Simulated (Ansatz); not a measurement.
Reaction (atomization): `N[SiH](Cl)[AlH][OH]` → Al• + Cl• + 5 H• + N• + O• + Si•

Calculated with Ansatz (gas phase, PBE0-D4/def2-TZVP geometries, no zero-point term in ΔE). CCSD(T)/CBS adds triple-zeta CCSD(T) − MP2 to the extrapolated MP2 energy (def2 sets, frozen cores). This one scheme is used for every species, atoms too. For atomizations the MP2-based limit and the directly extrapolated one differ by several kJ/mol either way, and by 10 to 25 for some Ge, Se and Sn compounds, so smaller differences from it don't rank the levels. Functionals use def2-TZVPP. B3LYP here is the variant with VWN-RPA as its local correlation; programs differ in this. Open shells (•) are unrestricted, without spin–orbit coupling. Spin–orbit coupling would lower the free atoms: a little for Al, Cl, O, Si. Each species was taken in one conformer, which may not be the lowest.

`N[SiH](Cl)[AlH][OH]`:

```xyz
10

N     1.010   -1.359    0.716
Si    0.421    0.211    1.037
Cl    1.872    1.729    0.901
Al   -1.227    0.810   -0.664
O    -1.019   -0.108   -2.080
H     1.662   -1.816    1.334
H     1.127   -1.662   -0.238
H     0.031    0.248    2.469
H    -2.349    1.931   -0.595
H    -1.529    0.015   -2.880
```

CCSD(T)/CBS gives +34.41 eV.

(1) Another level gave +33.56 eV. Which?
A. BLYP-D4/def2-TZVPP
B. PBE/def2-TZVPP
C. B3LYP-D4/def2-TZVPP
D. BLYP/def2-TZVPP

Largest T1 diagnostic among the species: 0.018.

Results:

(1) D. BLYP 33.56, BLYP-D4 34.08, B3LYP-D4 34.12, PBE 34.28 eV.

From BLYP to BHLYP (50 % exact exchange), in def2-TZVPP and without D4, ΔE moves by −0.73 eV: exact exchange takes away binding that semilocal exchange gives to molecules. The D4 term adds +0.39 eV with B3LYP and +0.21 eV with PBE0; it sums over pairs of atoms, weighted by their polarisabilities, and B3LYP, whose exchange is more repulsive, gets the larger term.
